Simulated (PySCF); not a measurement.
This script is equivalent to a calculation on Kr²⁺ (krypton, charge +2).

```python
from pyscf import gto, scf, dft, mp, cc
import basis_set_exchange as bse
mol = gto.M(atom="Kr 0 0 0", charge=2, spin=2, symmetry="D2h",
            basis=gto.basis.parse(bse.get_basis("x2c-SVPall", elements=["Kr"], fmt="nwchem", header=False)),
            nucmod="G")
mf = dft.UKS(mol, xc="M062X").sfx2c1e()
mf.irrep_nelec = {'Ag': (6, 6), 'B1g': (1, 1), 'B2g': (1, 1), 'B3g': (1, 1), 'B1u': (3, 2), 'B2u': (3, 3), 'B3u': (3, 2)}
mf.kernel()
```

**Question.** What total energy does it give?

**Answer.** -2788.251 hartree (calculated).

**Question.** Which occupied shell lies highest, and where?

**Answer.** 4p β, at -32.962 eV.

**Question.** What is ⟨S²⟩, and what would a pure spin state give?

**Answer.** 2.003, against 2.00.
